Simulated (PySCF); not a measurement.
**Spinor energies of O⁺ (oxygen, charge +1)**

Start: [He] 2s2 2p3; 2p1/2 filled at m_j = -1/2, +1/2; 2p3/2 filled at m_j = +3/2. Calculated with PySCF 2.14 in x2c-SVPall-2c with one added diffuse shell of s type (4s2p1d, 15 functions): generalised Hartree-Fock with the X2C-1e Hamiltonian and a Gaussian nucleus; one run each with spin-orbit coupling (SO) switched off, then screened by Boettger's factors.

| spinor shell | electrons | ε, spin-free (eV) | ε, screened SO (eV) | weight of nominal j (screened SO) | rms radius, screened SO (bohr) |
| --- | --- | --- | --- | --- | --- |
| 1s1/2 | 2 | -581.18 | -581.18 | 1.000 | 0.230 |
| 2s1/2 | 2 | -48.536 | -48.536 | 1.000 | 1.21 |
| 2p1/2 | 2 | -36.347 | -36.355 | 0.503 | 1.22 |
| 2p3/2 | 1 | -36.347 | -36.331 | 1.000 | 1.22 |

```csv
quantity,spin-free,screened SO
E (hartree),-74.32850,-74.32850
M_J,3/2,3/2
⟨J²⟩,3.756,3.756
⟨L²⟩,0.000,0.000
⟨S²⟩,3.756,3.756
```

Each row is a mean over spinors that exchange with the open shell spreads, by up to 14.548 eV (2s1/2).

Rows whose weight is well below 1 are mixtures of j = l ± 1/2: exchange outweighs spin-orbit coupling there, and the label is only the starting occupation.

Without spin-orbit coupling the j labels of p, d and f shells carry no meaning; the spin-free column gives the mean over the occupied spinors of each nl shell.
